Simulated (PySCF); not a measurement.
# Which element holds Cl most strongly?

CCSD(T) in PySCF with def2-TZVPPD on every atom (core potentials on Zr, Mo, Sn, Sb, Hf), for the lowest determinant that a PBE0 search found; no spin–orbit coupling. D0 is De less the harmonic zero-point energy.

```
 M  state (unpaired electrons)  Re (Å)  ωe (cm⁻¹)  D0(MCl) (eV)
Hf               doublet (δ ↑)   2.324        376          5.02
Ga      singlet (closed shell)   2.216        371          4.75
Sn               doublet (π ↑)   2.371        350          3.75
Zr         quartet (σ ↑, δ ↑↑)   2.348        387          4.40
Mo    sextet (σ ↑, π ↑↑, δ ↑↑)   2.298        378          3.65
Cu      singlet (closed shell)   2.096        390          3.64
Sb              triplet (π ↑↑)   2.349        369          2.88
```

Problem. Order the elements by D0 and give the energy of GaCl + Mo → MoCl + Ga.

Solution. Hf > Ga > Zr > Sn > Mo > Cu > Sb; ΔE = 4.75 − 3.65 = +1.10 eV at CCSD(T)/def2-TZVPPD. Close neighbours can swap at other levels.

Correlated steps freeze the inner cores (5 to 14 orbitals); shallow outer-core shells are correlated. UHF and ROHF references stand side by side, which adds small steps between rows. These are scalar-relativistic numbers at best; spin–orbit coupling would shift them, the dissociation energy most. Where the molecule has an RHF reference, its open-shell atoms are computed with UHF. The CCSD T1 diagnostic is raised in CuCl, a sign that a single reference may not be enough there. States were picked by a PBE0 search and need not be the measured ground states. The state is the lowest single determinant that the PBE0 search found; with open d or f shells the true ground state can be another one.
